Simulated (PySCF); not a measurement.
C3H8OSn, SMILES C=[CH][SnH2][O]C.

Geometry: PBE0-D3(BJ)/def2-SVP. The def2 effective core potentials stand for the cores of Sn; spin–orbit coupling is left out. Other conformers were not sampled.

Level of theory: PBE0-D3(BJ)/def2-SVP in PySCF.

Frequencies are harmonic and unscaled.

Computed harmonic wavenumbers and intensities:
| mode | ν (cm⁻¹) | IR (km/mol) | Raman (Å⁴/amu) | depolarisation | moving atoms (share of kinetic energy) |
|---|---|---|---|---|---|
| 1 | 41 | 1.5 | 5.0 | 0.75 | C 52 %, H 32 %, O 9 % |
| 2 | 62 | 3.1 | 1.7 | 0.75 | C 33 %, O 32 %, H 29 % |
| 3 | 102 | 1.3 | 4.4 | 0.73 | C 47 %, H 37 %, Sn 13 % |
| 4 | 130 | 1.1 | 0.3 | 0.74 | H 91 % |
| 5 | 215 | 3.0 | 1.8 | 0.73 | C 37 %, H 31 %, O 21 %, Sn 11 % |
| 6 | 234 | 1.1 | 5.1 | 0.38 | C 53 %, H 36 %, O 10 % |
| 7 | 407 | 25.6 | 11.3 | 0.56 | H 72 %, C 21 % |
| 8 | 486 | 60.8 | 7.1 | 0.73 | H 67 %, C 24 % |
| 9 | 524 | 30.1 | 16.6 | 0.58 | H 68 %, C 22 % |
| 10 | 552 | 90.2 | 19.3 | 0.22 | O 65 %, Sn 15 %, C 10 %, H 10 % |
| 11 | 566 | 32.5 | 10.1 | 0.48 | H 50 %, C 44 % |
| 12 | 648 | 200.1 | 17.8 | 0.73 | H 90 % |
| 13 | 707 | 88.6 | 26.4 | 0.73 | H 99 % |
| 14 | 990 | 30.7 | 0.3 | 0.75 | H 72 %, C 28 % |
| 15 | 995 | 9.5 | 4.5 | 0.67 | H 86 %, C 14 % |
| 16 | 1034 | 14.5 | 0.3 | 0.45 | H 94 % |
| 17 | 1159 | 223.4 | 2.8 | 0.75 | O 45 %, C 41 %, H 13 % |
| 18 | 1177 | 1.2 | 2.6 | 0.75 | H 76 %, C 19 % |
| 19 | 1198 | 17.3 | 3.2 | 0.05 | H 66 %, C 22 %, O 13 % |
| 20 | 1253 | 7.5 | 14.0 | 0.16 | H 73 %, C 27 % |
| 21 | 1414 | 12.4 | 21.7 | 0.52 | H 85 %, C 15 % |
| 22 | 1469 | 5.6 | 16.4 | 0.71 | H 94 % |
| 23 | 1472 | 4.2 | 23.6 | 0.74 | H 96 % |
| 24 | 1480 | 37.5 | 15.2 | 0.73 | H 91 %, C 9 % |
| 25 | 1678 | 3.1 | 7.0 | 0.08 | C 86 %, H 14 % |
| 26 | 1911 | 114.0 | 250.4 | 0.06 | H 99 % |
| 27 | 1916 | 197.6 | 104.4 | 0.64 | H 99 % |
| 28 | 2964 | 120.7 | 150.1 | 0.02 | H 97 % |
| 29 | 3024 | 65.9 | 81.0 | 0.75 | H 90 %, C 10 % |
| 30 | 3088 | 43.7 | 189.7 | 0.49 | H 91 %, C 9 % |
| 31 | 3134 | 12.2 | 145.5 | 0.18 | H 95 % |
| 32 | 3183 | 2.2 | 138.6 | 0.33 | H 91 %, C 9 % |
| 33 | 3228 | 5.1 | 115.8 | 0.56 | H 89 %, C 11 % |
